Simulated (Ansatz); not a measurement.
```xyz
6

Si   -0.6744    0.5116    0.2166
Zn    1.1392   -0.8638   -0.3671
Cl    2.7729   -2.1028   -0.8916
H    -1.9586   -0.1034   -0.2146
H    -0.7246    0.7138    1.6897
H    -0.5546    1.8446   -0.4331
```

The species carries charge 0 and has multiplicity 1.

(1) List the B3LYP/def2-TZVPP orbital energies in eV (Ansatz 0.2.0). (Estimate.)

Results:

(1) The calculation gave: Occupied: -9450.77, -2761.81, -1799.19, -1149.96, -1013.34, -1013.34, -1013.28, -256.54, -195.53, -195.44, -195.44, -143.75, -132.57, -99.07, -99.05, -99.05, -88.79, -88.79, -88.71, -21.55, -15.32, -14.76, -14.76, -14.73, -14.73, -14.43, -10.18, -9.89, -9.89, -8.47, -8.47, -8.08. Lowest empty: -1.31, -1.31, -0.99, 0.81, 1.34, 1.34, 1.94, 3.26.

B3LYP here is the variant with VWN-RPA as its local correlation; programs differ in this.
